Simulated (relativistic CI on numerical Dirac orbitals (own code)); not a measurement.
## How well does a small relativistic CI reproduce Ga⁺?

Method of calculation: Dirac-Coulomb-Breit CI, orbitals from a KLI potential per configuration, model QED, valence Slater integrals scaled by 0.85, P86 correlation energy added to each configuration (own radial code, finite nucleus).

CI space (outside the closed core [Ar] 3d10): 4s2, 4s.4p, 4s.5s, 4p2, 4s.4d, 4s.5p, 4d2, 4s.6s, 4s.4f, 4s.5d, 4p.4d, 4s.6p, 4s.7s, 4s.5g, 4s.5f, 4s.6d, 4s.7p, 4s.6f, 4p.5s. Levels of other configurations are missing.

| Configuration | Term (tabulated) | J | Measured (cm⁻¹) | Computed | Error | Purity (%) |
| --- | --- | --- | --- | --- | --- | --- |
| 4s2 | 1S | 0 | 0.0 | 0 | 0 | 97 |
| 4s.4p | 3P° | 0 | 47367.5 | 43339 | -4029 | 100 |
| 4s.4p | 3P° | 1 | 47814.1 | 43744 | -4071 | 100 |
| 4s.4p | 3P° | 2 | 48749.7 | 44582 | -4168 | 100 |
| 4s.4p | 1P° | 1 | 70701.3 | 68373 | -2328 | 95 |
| 4s.5s | 3S | 1 | 102944.6 | 98904 | -4040 | 100 |
| 4s.5s | 1S | 0 | 106662.2 | 103141 | -3521 | 99 |
| 4s.4d | 3D | 1 | 113815.9 | 109436 | -4380 | 100 |
| 4s.4d | 3D | 2 | 113842.2 | 109457 | -4385 | 100 |
| 4s.4d | 3D | 3 | 113883.2 | 109489 | -4394 | 100 |
| 4s.5p | 3P° | 0 | 118430.0 | 114065 | -4365 | 99 |
| 4s.5p | 3P° | 1 | 118518.5 | 114155 | -4364 | 99 |
| 4s.5p | 3P° | 2 | 118727.9 | 114352 | -4376 | 99 |

Measured levels from NIST Handbook of Basic Atomic Spectroscopic Data (Sansonetti and Martin, J. Phys. Chem. Ref. Data 34, 1559 (2005)); pairs were made by configuration, J and term (by order where the table uses no LS term), so strongly mixed levels may be paired wrongly.

Mean error by configuration (cm⁻¹): 4s.4p -3649; 4s.5s -3781; 4s.4d -4386; 4s.5p -4368. Over the excited levels the mean absolute error is 4035 cm⁻¹ (12 of the 13 excited levels that our extract of the source holds in range could be paired, and the others can miss by more), and the median relative error of those above 1,000 cm⁻¹ is 3.8 %.

Transition probabilities of persistent lines. The last column rescales the computed rate by the cube of measured over computed energy:

| λ measured (Å) | Lower | Upper | A tabulated (s⁻¹) | A computed | A rescaled |
| --- | --- | --- | --- | --- | --- |
| 1414.40 vacuum | 4s2 1S_0 | 4s.4p 1P°_1 | 1.97e+09 | 2.05e+09 | 2.26e+09 |
| 1535.31 vacuum | 4s.4p 3P°_2 | 4s.4d 3D_3 | 1.45e+09 | 1.43e+09 | 1.45e+09 |
| 2090.77 air | 4s2 1S_0 | 4s.4p 3P°_1 | 4.09e+05 | 1.49e+05 | 1.95e+05 |
